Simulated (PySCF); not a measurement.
NS (SMILES [N]=S), doublet, geometry from GFN2-xTB. Base run: PBE0/6-31G** (PySCF).

Input for PySCF:
```python
from pyscf import gto, scf, dft

mol = gto.Mole()
mol.atom = '''
    N    -0.00000000   -0.00000000   -1.01802837
    S     0.00000000    0.00000000    0.44538741
'''
mol.basis = '6-31g**'
mol.spin = 1
mol.verbose = 5
mol.build()

mf = dft.UKS(mol)
mf.xc = 'pbe0'
mf.kernel()
mo_i, mo_e, stable_i, stable_e = mf.stability(internal=True, external=False, return_status=True, nroots=6, tol=1e-6)
print('internally stable:', stable_i, ' externally stable:', stable_e)
if not stable_i:
    umf = mf.copy()
    umf.scf_summary = {}
    umf.kernel(umf.make_rdm1(mo_i, mf.mo_occ))
mf.analyze()
```

The bond that is stretched is that between atoms 2 and 1. A test that says stable can miss a lower solution.

Each row names what was changed in the base input (with any setting that the change needs).

```
change       ΔE vs base (eV)  <S^2>  E after following the instability (Eh)  <S^2> there                      stability test says        outcome
-----------  ---------------  -----  --------------------------------------  -----------  ---------------------------------------  -------------
base                    0.00  0.755                                       -            -  internally stable (external not tested)      converged
bond × 1.25             1.69  0.840                              -452.57979         1.23                     internal instability      converged
bond × 1.5              4.44  0.794                              -452.51549         1.81                     internal instability      converged
bond × 1.8              6.44  1.430                              -452.48287         2.45                     internal instability      converged
bond × 2.2              5.92  2.644                                       -            -  internally stable (external not tested)      converged
bond × 3.0                 -      -                                       -            -                                        -  not converged
```

On stretching, the SCF can end on different states; <S^2> shows the spin contamination of each.
